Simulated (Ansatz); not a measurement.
(1) Predict a relaxed structure of W₃ (the lowest singlet isomer of a short search), charge 0, singlet, at PBE-D4/def2-TZVP (Ansatz).

Answers

(1) 
```xyz
3

W     1.1326    0.4806   -0.5898
W    -1.0977   -0.4612   -0.6670
W    -0.0349   -0.0195    1.2568
```
Point group C2v (tolerance 0.1 Å). This is one stationary point.

In the def2 sets W takes a core potential; there is no spin–orbit coupling. The restricted singlet is unstable: a solution with broken spin symmetry lies lower. The relaxation made no stability test and no search for a lower SCF solution. At PBE-D4/def2-TZVP a triplet of charge 0 lies 0.22 eV below the restricted singlet, each at its own geometry. The structure comes from a short search, and lower isomers may exist.
